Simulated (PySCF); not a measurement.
Zn(Et) (C2H5Zn), SMILES C[CH2][Zn+], charge +1.

Geometry: PBE0-D3(BJ)/def2-SVP. The spin state was assumed, not searched. The isomer is the one that the SMILES or the coordinates give; other isomers of the formula were not compared.

Two levels are set side by side: TDA-PBE/def2-SVPD (PySCF) and TDA-PBE0/def2-SVPD (PySCF). Vertical, same geometry. The lowest singlet is HOMO−1→LUMO 100 % with PBE and HOMO−1→LUMO 99 % with the other functional; states are paired by order. Differences are taken from unrounded values.

| quantity | TDA-PBE0 | TDA-PBE | TDA-PBE minus TDA-PBE0 |
|---|---|---|---|
| lowest singlet excitation (eV) | 4.91 | 4.18 | -0.73 |
| lowest triplet excitation (TDA) (eV) | 2.27 | 2.42 | 0.15 |
| first bright state (f over 0.05) (eV) | 4.97 | 4.76 | -0.21 |
| its oscillator strength | 0.65 | 0.47 | -0.18 |

Functionals without exact exchange tend to place singlet excitations lower, as here. Differences between two approximate levels are no errors against the true value.

Rough cost on one machine, each run with all the roots and properties that it gave: TDA-PBE0 against TDA-PBE about 2 times.
